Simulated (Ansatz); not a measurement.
Cs₂F, relaxed as a doublet with UKS PBE0-D4/def2-TZVP in Ansatz, starting from the GFN1-xTB geometry. Force threshold 0.02 eV/Å.

In the def2 sets Cs takes a core potential; there is no spin–orbit coupling. The structure comes from a short search, and lower isomers may exist.

Start:

```xyz
3

Cs   -1.214   -0.193   -1.689
Cs    1.155    0.980    1.433
F     0.059   -0.787    0.255
```

```csv
step,energy (eV),largest force component (eV/Å),SCF passes
1,-3814.1777,1.082,28
2,-3814.3812,0.237,34
3,-3814.4064,0.027,33
4,-3814.4067,0.008,33
```

Force components are those of the run's own axes.

End:

```xyz
3

Cs   -1.364   -0.317   -1.876
Cs    1.314    1.011    1.653
F     0.050   -0.694    0.223
```

By distances, no bond broke or formed. The bond that changes most is Cs2–F3, from 2.39 to 2.56 Å (atoms count from 1).

No frequencies were taken in this run, so the end may be a saddle point.

It took 22 s on 4 threads of AMD EPYC 7571 on a shared host.
